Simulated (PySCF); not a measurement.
Telling isomers of C₈H₇F apart by NMR

Level of theory: PBE0-D3(BJ)/def2-SVP structure, spin–spin couplings from B3LYP/pcJ-1 (spin–dipole term left out of most H,H and C,H couplings), shielding tensors at PBE0/pcSseg-1 (GIAO), in PySCF (no relativistic terms, single conformer, fast rotation and ring inversion assumed for equivalent nuclei, isolated molecule).

Scale: $^{1}$H, $^{13}$C vs TMS (reference shieldings calculated alike). Multiplet labels drop J under 1 Hz and among equivalent protons, and merge close values. Unscaled 3J(H,H) run several per cent high. One-bond C–F couplings are unscaled and too large by tens of Hz. Shifts are as computed. Against solution values, carbons near 30 ppm lie about +2 ppm off and those near 130 ppm about +5 ppm (rms about the fit 1.9 ppm; single classes can miss by 10 ppm). Of 1328 compounds with measured shifts, 309 miss one by over three times the rms of a fit or turn the order of signals round; such compounds aren't used in these exercises. Signals without a measured value on file couldn't be tested in this way; 1H shifts scatter by 0.2 ppm about their fit, and single ones miss by 0.5 ppm.

(1) Tabulate the signals of `C=Cc1ccc(F)cc1`, `C=Cc1cccc(F)c1` and their relative energies.

(2) What is the quickest way to tell C=Cc1ccc(F)cc1 from C=Cc1cccc(F)c1?

Results:

(1) 
```tsv
SMILES	carbon types	δC	δH	E rel. (kcal/mol)
C=Cc1ccc(F)cc1	2×C 5×CH 1×CH2	170.2, 143.4, 136.4, 133.3, 120.6, 118.2	7.53 (dd, 2H), 7.10 (dd, 2H), 6.58 (dd, 1H), 6.08 (d, 1H), 5.52 (d, 1H)	0.2
C=Cc1cccc(F)c1	2×C 5×CH 1×CH2	170.8, 144.0, 143.6, 135.6, 130.4, 120.8, 120.6, 113.7	7.53 (ddd, 1H), 7.37 (ddd, 1H), 7.02 (ddd, 1H), 6.91 (dd, 1H), 6.63 (ddd, 1H), 6.21 (d, 1H), 5.64 (d, 1H)	0.0
```

Energies are electronic energies at PBE0/pcSseg-1 on these geometries, without zero-point or thermal terms, each for the one conformer computed, which needn't be the lowest.

(2) Count the carbon signals: 6 against 8. The first has a substituted aromatic carbon (C) at 136.4 ppm, the second a substituted aromatic carbon (C) at 143.6 ppm. Their most deshielded carbons lie at 170.2 and 170.8 ppm.
